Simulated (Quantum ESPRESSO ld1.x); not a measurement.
Radial electron density D(r) = 4 pi r^2 rho(r) of an atom or ion with 9 electrons. All-electron calculation, non-relativistic Kohn-Sham, LDA (Slater exchange, Hedin-Lundqvist correlation), spin-unpolarised, spherical densities, point nucleus. Program: ld1.x of Quantum ESPRESSO 7.5.

r (bohr),D(r) (e/bohr)
0.004182,0.2163
0.004715,0.2714
0.005317,0.3401
0.005995,0.4254
0.006759,0.5310
0.007621,0.6612
0.008592,0.8212
0.009688,1.017
0.01084,1.238
0.01222,1.522
0.01377,1.864
0.01553,2.272
0.01751,2.755
0.01974,3.321
0.02226,3.975
0.0251,4.722
0.0283,5.562
0.03191,6.489
0.03598,7.489
0.04056,8.538
0.04573,9.604
0.05157,10.64
0.05814,11.59
0.06555,12.38
0.07332,12.93
0.08267,13.24
0.09321,13.23
0.1051,12.86
0.1185,12.17
0.1336,11.22
0.1506,10.11
0.1698,8.992
0.1915,8.038
0.2159,7.394
0.2434,7.163
0.2745,7.370
0.3095,7.947
0.3489,8.739
0.3934,9.534
0.4436,10.10
0.4961,10.27
0.5594,9.944
0.6307,9.097
0.7111,7.822
0.8018,6.291
0.904,4.707
1.019,3.256
1.149,2.067
1.296,1.193
1.461,0.6203
1.647,0.2870
1.857,0.1167
2.094,0.04106
2.361,0.01230
2.662,0.003079
3.001,0.0006301
3.357,0.0001170

What is the nuclear charge?

Answer. Z = 12. The innermost maximum, from 1s, lies near 1/Z = 0.0833 bohr (found: 0.0874), and its height grows with Z. The density is that of the magnesium ion Mg3+ in [He] 2s2 2p5; the configuration itself is not fixed sharply by these data, and Z only to about a unit. D(r) has 2 maxima, at r = 0.0874, 0.488 bohr, and minima at 0.243 bohr, inside which lie 2.21 electrons.
